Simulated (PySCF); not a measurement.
Input of a run (PBE0-D3(BJ)/def2-SVP geometry optimisation, gas phase (PySCF 2.14.0)), started from a GFN2-xTB structure with every atom displaced at random (by about 0.01 Å):
```
{"job": {"xc": "PBE0", "basis": "def2-SVP", "d3": "d3bj", "grid": 1, "shake": 0.01, "kind": "geom"}, "charge": 0, "multiplicity": 1}
Cl    -2.490750     0.646120    -0.763490
C     -1.737130     0.186000     0.690390
C     -0.533140    -0.323370     0.722810
C      0.404450    -0.543630    -0.458410
B      1.641730     0.404530    -0.536270
Cl     2.003810     1.519390     0.733520
Cl     2.700020     0.339060    -1.887300
H     -2.325200     0.350270     1.563120
H     -0.103950    -0.578340     1.714540
H      0.707450    -1.589430    -0.435920
H     -0.229180    -0.436420    -1.358670
```

Output (energies in Eh, forces in Eh/bohr):
```
step   0  E = -1521.09391616  max force = 0.051835
step   1  E = -1521.09882941  max force = 0.006214
step   2  E = -1521.09881427  max force = 0.004146
step   3  E = -1521.09907746  max force = 0.002338
step   4  E = -1521.09910467  max force = 0.001784
step   5  E = -1521.09912799  max force = 0.000823
step   6  E = -1521.09913302  max force = 0.000380
optimisation converged
```

Problem. Summarise the run.

Solution. The energy falls by 13.7 kJ/mol over 7 energy and gradient evaluations, the largest force component goes from 0.0518 to 3.8e-04 Eh/bohr, and the atoms move by 0.053 Å rms after alignment. Among the bonds, C3–C4 and B5–Cl7 change most and about equally (-0.035 to +0.036 Å). Bonds longer at the end by more than 0.005 Å: 7 of 10; shorter: 2. Among the angles that change most is B5–C4–H10, from 111.3° to 105.7°. The energy rose by more than 1e-6 Eh at step 2. The first step brought 94 % of the lowering.

Problem. What are the final bond lengths?

Solution. Cl1–C2 1.730 Å, C2=C3 1.333 Å, C3–C4 1.489 Å, C4–B5 1.568 Å, B5–Cl6 1.750 Å, B5–Cl7 1.753 Å, C2–H8 1.091 Å, C3–H9 1.095 Å, C4–H10 1.108 Å, C4–H11 1.104 Å. Numbering counts from 1 in the input's order; the species is `Cl/C=C\CB(Cl)Cl`.

The run used 130 basis functions and 47 SCF cycles in all.

Stationary, but not proved a minimum. The numbers are those of one conformer.

Shape of the structure used: `[Cl:1]/[CH:2]=[CH:3]\[CH2:4][B:5]([Cl:6])[Cl:7]`: C2–C3–C4–B5 112°, C3–C4–B5–Cl6 5°.
